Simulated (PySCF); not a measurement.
ZnN, PBE0: how much the basis matters

PySCF, UKS reference; quartet, unpaired electrons σ ↑, π ↑↑; De to Zn + N without counterpoise correction.

| basis | relativity | functions | Re (Å) | ωe (cm⁻¹) | De (eV) | μ (D) |
| --- | --- | --- | --- | --- | --- | --- |
| x2c-SVPall | spin-free X2C | 50 | 2.094 | 294 | 0.25 | -1.30 |
| cc-pVDZ-PP/cc-pVDZ | scalar-relativistic core potentials | 52 | 2.049 | 318 | 0.30 | -0.89 |
| def2-SVPD | no relativity | 54 | 2.012 | 398 | 0.66 | -1.37 |
| def2-TZVPPD | no relativity | 104 | 2.035 | 360 | 0.39 | -1.40 |

(1) How does each smaller set differ from the one with most functions, def2-TZVPPD?

A positive dipole means Zn(−)N(+). The bond is weak. Basis-set superposition, not corrected here, can be much of De in a small basis, most of all at correlated wavefunction levels. Functionals without a dispersion term scatter widely for such bonds, and LDA overbinds them. The state is the lowest determinant that a PBE0 search found; another state may lie lower at other levels.

Answers

(1) x2c-SVPall: +5.9 pm, -18.3 % in ωe, -0.14 eV in De; cc-pVDZ-PP/cc-pVDZ: +1.4 pm, -11.7 % in ωe, -0.09 eV in De; def2-SVPD: -2.3 pm, +10.6 % in ωe, +0.27 eV in De. All at PBE0; the set with most functions is neither the basis-set limit nor always the best. The rows treat relativity differently, so the differences are not basis effects alone.
